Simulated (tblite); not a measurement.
Species: C4H4N2O2S.
Structure used (GFN2-xTB), in Å, numbered top down from 1:
```
atom  x, y, z in Å
C1    -2.8027    0.2527    0.1402
O2    -1.6576    0.8103    0.7754
C3    -0.4956    0.3410    0.3882
N4    -0.2978   -0.5761   -0.5127
N5     0.9699   -0.8533   -0.7000
C6     1.7878   -0.1750    0.0353
C7     3.2335   -0.3269   -0.0123
O8     4.0175    0.2899    0.6579
S9     0.9712    0.9621    1.1122
H10   -2.8530   -0.8220    0.3220
H11   -3.6578    0.7582    0.5824
H12   -2.7646    0.4287   -0.9361
H13    3.5446   -1.0891   -0.7488
```

Level: GFN2-xTB in tblite, geometry and Hessian alike; calculated harmonic values, unscaled, isolated species. This tight-binding method is rough: wavenumbers can miss measured ones by several per cent, in bad cases by 10 to 20. One conformer, not necessarily the lowest.

Harmonic wavenumbers (cm⁻¹): 73.6, 107.4, 127.2, 133.2, 188.4, 200.5, 347.6, 384.4, 449.3, 536.2, 600.6, 633.2, 640.5, 744.0, 802.5, 911.0, 1009.3, 1114.7, 1132.5, 1147.8, 1188.6, 1265.2, 1325.3, 1384.3, 1433.9, 1453.6, 1491.7, 1519.0, 1747.9, 2807.0, 2984.8, 2994.9, 3044.5.

A = 4597, B = 851.9, C = 722.0 MHz; mass 143.999 u (most abundant isotopes); point group Cs, symmetry number 1.

**Question.** What is the zero-point energy?

**Answer.** ½Σν̃ = 17962 cm⁻¹ = 214.88 kJ/mol.

**Question.** Give the ideal-gas entropy at 500 K and 1 bar in the rigid-rotor, harmonic-oscillator model (classical rotation).

**Answer.** Translation 181.58, rotation 128.29, vibration 162.84: S = 472.7 J/(mol K).

**Question.** And Cp and H(500 K) − H(0)?

**Answer.** Cp = 184.75 J/(mol K), of which vibrations give 151.49 (their classical limit is 33 R = 274.4); H(500 K) − H(0) = 58.08 kJ/mol without the zero-point energy, 41.45 from vibrations.

**Question.** How do the functions run with temperature in this model?

**Answer.** 
```json
{"T (K)": "50", "S (J/(mol K))": "240.7", "Cp (J/(mol K))": "50.8", "H − H(0) (kJ/mol)": "1.94", "G − H(0) (kJ/mol)": "-10.10", "ln q(vib)": "0.23"}
{"T (K)": "100", "S (J/(mol K))": "283.3", "Cp (J/(mol K))": "72.7", "H − H(0) (kJ/mol)": "5.07", "G − H(0) (kJ/mol)": "-23.26", "ln q(vib)": "1.14"}
{"T (K)": "298.15", "S (J/(mol K))": "390.8", "Cp (J/(mol K))": "133.7", "H − H(0) (kJ/mol)": "25.66", "G − H(0) (kJ/mol)": "-90.87", "ln q(vib)": "5.45"}
{"T (K)": "373.15", "S (J/(mol K))": "423.1", "Cp (J/(mol K))": "154.6", "H − H(0) (kJ/mol)": "36.48", "G − H(0) (kJ/mol)": "-121.40", "ln q(vib)": "7.03"}
{"T (K)": "750", "S (J/(mol K))": "556.0", "Cp (J/(mol K))": "225.4", "H − H(0) (kJ/mol)": "109.79", "G − H(0) (kJ/mol)": "-307.23", "ln q(vib)": "14.38"}
{"T (K)": "1000", "S (J/(mol K))": "624.5", "Cp (J/(mol K))": "249.9", "H − H(0) (kJ/mol)": "169.45", "G − H(0) (kJ/mol)": "-455.07", "ln q(vib)": "18.69"}
```

q(vib) and H(0) count from the zero-point level.

**Question.** What must be added to the electronic energy to get the Gibbs energy at 500 K and 1 bar?

**Answer.** ZPE + [H(500 K) − H(0)] − T·S = 214.88 + 58.08 − 236.36 = 36.60 kJ/mol.

Hindered rotation and anharmonicity are outside this model. Other conformers, if any are populated, would add a mixing term that is left out.

On Arm Neoverse N1, one thread, no GPU, shared host with 64 logical CPUs at a one-minute load of 59, this took 0.68 s wall. The figure is for the frequency step alone.
